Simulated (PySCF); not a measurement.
Vertical excitations of a molecule C₃H₄ClF from TDA-ωB97X/def2-SVPD (PySCF), as energy in eV (oscillator strength): 6.73 (0.000), 7.28 (0.002), 7.52 (0.593), 8.52 (0.000), 8.58 (0.011), 8.62 (0.001), 8.89 (0.001), 9.24 (0.000), 9.45 (0.033), 9.48 (0.013). Lowest triplet (TDA): 4.28 eV. The structure is a stationary point at B3LYP-D3(BJ)/def2-SVP. Other conformers were not sampled.

Which structure fits?
A) C/C=C(\F)Cl
B) F[C@@H]1C[C@H]1Cl
C) FC1(Cl)CC1
D) C/C(F)=C\Cl

A, C/C=C(\F)Cl
